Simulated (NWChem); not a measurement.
System: SiH$_{3}$Cl; SMILES [SiH3]Cl

Output (shortened):

```
             Northwest Computational Chemistry Package (NWChem) 7.3.0
             --------------------------------------------------------

 C3V symmetry detected

                             Geometry "geometry" -> ""
                             -------------------------

 Output coordinates in angstroms (scale by  1.889725989 to convert to a.u.)

  No.       Tag          Charge          X              Y              Z
 ---- ---------------- ---------- -------------- -------------- --------------
    1 Si                  14.0000    -0.00000000    -0.00000000    -0.99134826
    2 Cl                  17.0000    -0.00000000     0.00000000     1.07642174
    3 H                    1.0000     0.99632614     0.99632614    -1.47343126
    4 H                    1.0000    -1.36100682     0.36468068    -1.47343126
    5 H                    1.0000     0.36468068    -1.36100682    -1.47343126

 Effective nuclear repulsion energy (a.u.)      85.7469330851

      Symmetry information
      --------------------

 Group name             C3v
 Group number             17
 Group order               6
 No. of unique centers     3

                                 NWChem DFT Module
                                 -----------------

 Summary of "ao basis" -> "ao basis" (spherical)
 ------------------------------------------------------------------------------
       Tag                 Description            Shells   Functions and Types
 ---------------- ------------------------------  ------  ---------------------
 Si                        def2-tzvpd               15       43   6s5p3d1f
 Cl                        def2-tzvpd               16       46   6s6p3d1f
 H                         def2-tzvpd                5        9   3s2p

      Symmetry analysis of basis
      --------------------------

        a1         40
        a2          4
        e          72

  Rotation of axis

            General Information
            -------------------
          SCF calculation type: DFT
          Wavefunction type:  closed shell.
          No. of atoms     :     5
          No. of electrons :    34
           Alpha electrons :    17
            Beta electrons :    17
          Charge           :     0
          Spin multiplicity:     1
          Use of symmetry is: on ; symmetry adaption is: on
          Maximum number of iterations: 150
          AO basis - number of functions:   116
                     number of shells:    46
          Convergence on energy requested:  1.00D-06
          Convergence on density requested:  1.00D-05
          Convergence on gradient requested:  5.00D-04

              XC Information
              --------------
                    Becke 1988 Exchange Functional  1.000
              Lee-Yang-Parr Correlation Functional  1.000

             Grid Information
             ----------------
          Grid used for XC integration:  medium
          Radial quadrature: Mura-Knowles
          Angular quadrature: Lebedev.
          Tag              B.-S. Rad. Rad. Pts. Rad. Cut. Ang. Pts.
          ---              ---------- --------- --------- ---------
          Si                  1.10       88          12.0       590
          Cl                  1.00       88          12.0       590
          H                   0.35       45          12.0       434
          Grid pruning is: on
          Number of quadrature shells:   221
          Spatial weights used:  Erf1

      Superposition of Atomic Density Guess
      -------------------------------------

 Sum of atomic energies:        -749.81276168

      Non-variational initial energy
      ------------------------------

 Total energy =    -750.228101
 1-e energy   =   -1207.537518
 2-e energy   =     371.562483
 HOMO         =      -0.391597
 LUMO         =       0.026932

      Symmetry analysis of molecular orbitals - initial
      -------------------------------------------------

  Numbering of irreducible representations:

     1 a1          2 a2          3 e

  Orbital symmetries:

     1 a1          2 a1          3 a1          4 a1          5 e
     6 e           7 a1          8 e           9 e          10 a1
    11 a1         12 a1         13 a1         14 e          15 e
    16 e          17 e          18 a1         19 a1         20 a1
    21 e          22 e          23 e          24 e          25 e
    26 e          27 a1

     ---------------------------------------------
      Total Density - Mulliken Population Analysis
     ---------------------------------------------

    Atom       Charge   Shell Charges
 -----------   ------   -------------------------------------------------------
    1 Si  14    13.34   2.00  0.59  1.39  0.86  0.43 -0.00  4.11  1.73  0.49  1.19  0.30  0.10  0.12  0.01  0.02
    2 Cl  17    17.46   2.01  0.45  1.52  1.10  0.86  0.01  4.19  1.69  1.11  2.97  1.50  0.02  0.00  0.02  0.01  0.00
    3 H    1     1.07   0.23  0.55  0.27  0.01  0.01
    4 H    1     1.07   0.23  0.55  0.27  0.01  0.01
    5 H    1     1.07   0.23  0.55  0.27  0.01  0.01

   convergence    iter        energy       DeltaE   RMS-Dens  Diis-err
 ---------------- ----- ----------------- --------- --------- ---------
 d= 0,ls=0.0,diis     1   -751.5029761876 -8.37D+02  5.64D-03  1.16D+00
 d= 0,ls=0.0,diis     2   -751.5033646554 -3.88D-04  5.07D-03  2.66D-01
 d= 0,ls=0.0,diis     3   -751.5046231210 -1.26D-03  2.40D-03  2.84D-01
 d= 0,ls=0.0,diis     4   -751.5444739137 -3.99D-02  3.05D-04  1.07D-03
 d= 0,ls=0.0,diis     5   -751.5446312759 -1.57D-04  8.20D-05  1.47D-04
  Resetting Diis
 d= 0,ls=0.0,diis     6   -751.5446458465 -1.46D-05  2.02D-05  1.18D-05
 d= 0,ls=0.0,diis     7   -751.5446475959 -1.75D-06  6.67D-06  5.81D-07
 d= 0,ls=0.0,diis     8   -751.5446475774  1.85D-08  3.61D-06  6.99D-07

         Total DFT energy =     -751.544647577409
      One electron energy =    -1209.162297778484
           Coulomb energy =      422.147296805151
    Exchange-Corr. energy =      -50.276579689176
 Nuclear repulsion energy =       85.746933085099

 Numeric. integr. density =       34.000009592845

                  Occupations of the irreducible representations
                  ----------------------------------------------

                     irrep           alpha         beta
                     --------     --------     --------
                     a1                9.0          9.0
                     a2                0.0          0.0
                     e                 8.0          8.0

                       DFT Final Molecular Orbital Analysis
                       ------------------------------------

 Vector   15  Occ=2.000000D+00  E=-3.394495D-01  Symmetry=e
              MO Center=  2.0D-01,  2.7D-01, -7.1D-01, r^2= 2.8D+00
   Bfn.  Coefficient  Atom+Function         Bfn.  Coefficient  Atom+Function
  ----- ------------  ---------------      ----- ------------  ---------------
    91      0.217574  3 H  s                 16      0.203744  1 Si px
    59      0.186907  2 Cl px                17      0.176437  1 Si py
    60      0.161856  2 Cl py                92      0.145453  3 H  s
    90      0.140328  3 H  s                100     -0.122321  4 H  s
    62      0.108366  2 Cl px               109     -0.095253  5 H  s

 Vector   16  Occ=2.000000D+00  E=-2.782792D-01  Symmetry=e
              MO Center= -7.1D-02,  1.3D-01,  3.6D-01, r^2= 2.8D+00
   Bfn.  Coefficient  Atom+Function         Bfn.  Coefficient  Atom+Function
  ----- ------------  ---------------      ----- ------------  ---------------
    59      0.462768  2 Cl px                62      0.294617  2 Cl px
    56      0.224787  2 Cl px                50     -0.183221  2 Cl px
   100      0.144411  4 H  s                 91     -0.125403  3 H  s
    16     -0.114671  1 Si px               101      0.097234  4 H  s
    99      0.092602  4 H  s                 92     -0.084436  3 H  s

 Vector   17  Occ=2.000000D+00  E=-2.782792D-01  Symmetry=e
              MO Center=  7.1D-02, -1.3D-01,  3.6D-01, r^2= 2.8D+00
   Bfn.  Coefficient  Atom+Function         Bfn.  Coefficient  Atom+Function
  ----- ------------  ---------------      ----- ------------  ---------------
    60      0.462768  2 Cl py                63      0.294617  2 Cl py
    57      0.224787  2 Cl py                51     -0.183221  2 Cl py
   109      0.155777  5 H  s                 17     -0.114671  1 Si py
   110      0.104887  5 H  s                108      0.099890  5 H  s
    91     -0.094350  3 H  s                 54     -0.081781  2 Cl py

 Vector   18  Occ=0.000000D+00  E=-4.065914D-02  Symmetry=a1
              MO Center=  4.1D-15, -2.3D-14, -8.6D-01, r^2= 5.7D+00
   Bfn.  Coefficient  Atom+Function         Bfn.  Coefficient  Atom+Function
  ----- ------------  ---------------      ----- ------------  ---------------
    49      0.585242  2 Cl s                 18      0.342556  1 Si pz
     5      0.299481  1 Si s                 34     -0.290035  1 Si d  0
     4      0.271525  1 Si s                  6     -0.267681  1 Si s
    48     -0.257335  2 Cl s                 47     -0.237729  2 Cl s
    61      0.229856  2 Cl pz                67      0.214161  2 Cl pz

 Vector   19  Occ=0.000000D+00  E=-1.404948D-02  Symmetry=a1
              MO Center=  1.5D-14, -1.3D-13, -1.1D+00, r^2= 8.8D+00
   Bfn.  Coefficient  Atom+Function         Bfn.  Coefficient  Atom+Function
  ----- ------------  ---------------      ----- ------------  ---------------
     6      1.881797  1 Si s                 49     -0.651266  2 Cl s
     5     -0.566303  1 Si s                  4     -0.428678  1 Si s
    21      0.402580  1 Si pz                67      0.271641  2 Cl pz
     3      0.223519  1 Si s                 91      0.114103  3 H  s
   100      0.114103  4 H  s                109      0.114103  5 H  s

 Vector   20  Occ=0.000000D+00  E= 5.544236D-03  Symmetry=e
              MO Center= -2.9D-01,  2.1D-01, -9.2D-01, r^2= 5.0D+00
   Bfn.  Coefficient  Atom+Function         Bfn.  Coefficient  Atom+Function
  ----- ------------  ---------------      ----- ------------  ---------------
    32      0.390419  1 Si d -2              36      0.335593  1 Si d  2
    17     -0.297618  1 Si py               109     -0.161001  5 H  s
    27      0.138811  1 Si d -2              91      0.129379  3 H  s
   116      0.122967  5 H  pz                31      0.119318  1 Si d  2
    60      0.111227  2 Cl py                79      0.103090  2 Cl d -1

     ---------------------------------------------
      Total Density - Mulliken Population Analysis
     ---------------------------------------------

    Atom       Charge   Shell Charges
 -----------   ------   -------------------------------------------------------
    1 Si  14    13.45   2.00  0.57  1.40  0.96  0.23  0.01  4.13  1.67  0.64  1.28  0.19  0.14  0.16  0.03  0.03
    2 Cl  17    17.24   2.01  0.43  1.52  1.16  0.79  0.01  4.19  1.66  1.16  2.79  1.42  0.04  0.01  0.02  0.01  0.00
    3 H    1     1.10   0.26  0.53  0.28  0.01  0.03
    4 H    1     1.10   0.26  0.53  0.28  0.01  0.03
    5 H    1     1.10   0.26  0.53  0.28  0.01  0.03

     -------------------------------------------
      Total Density - Lowdin Population Analysis
     -------------------------------------------

    Atom       Charge   Shell Charges
 -----------   ------   -------------------------------------------------------
    1 Si  14    13.81   2.00  0.83  1.09  0.45  0.23  0.11  3.85  1.87  0.70  1.13  0.53  0.14  0.50  0.24  0.13
    2 Cl  17    16.86   1.98  0.84  1.14  0.87  0.63  0.16  3.93  1.90  1.27  2.41  1.37  0.16  0.01  0.03  0.17  0.00
    3 H    1     1.11   0.24  0.43  0.24  0.02  0.17
    4 H    1     1.11   0.24  0.43  0.24  0.02  0.17
    5 H    1     1.11   0.24  0.43  0.24  0.02  0.17

     Multipole analysis of the density
     ---------------------------------

     L   x y z        total         alpha         beta         nuclear
     -   - - -        -----         -----         ----         -------
     0   0 0 0     -0.000000    -17.000000    -17.000000     34.000000

     1   1 0 0      0.000000      0.000000      0.000000      0.000000
     1   0 1 0     -0.000000     -0.000000     -0.000000     -0.000000
     1   0 0 1     -0.479416     -0.239708     -0.239708      0.000000

     2   2 0 0    -20.977908    -15.806264    -15.806264     10.634620
     2   1 1 0      0.000000      0.000000      0.000000      0.000000
     2   1 0 1     -0.000000     -0.000000     -0.000000     -0.000000
     2   0 2 0    -20.977908    -15.806264    -15.806264     10.634620
     2   0 1 1      0.000000      0.000000      0.000000      0.000000
     2   0 0 2    -20.448216    -81.590796    -81.590796    142.733377
```

Level: BLYP/def2-TZVPD. Coordinates come from a PBE0/def2-SVP optimisation.

Task: Write an input that gives this output.

Result: One answer among several that fit: the input that was run:
```
start job
memory heap 200 mb stack 900 mb global 1100 mb
geometry units angstroms noautoz
  Si     0.000000     0.000000    -0.959954
  Cl     0.000000     0.000000     1.107816
  H     -0.787225    -1.168593    -1.442037
  H      1.405643    -0.097461    -1.442037
  H     -0.618418     1.266053    -1.442037
end
basis spherical
  * library def2-tzvpd
end
dft
  xc becke88 lyp
  iterations 150
  mulliken
end
task dft energy
```
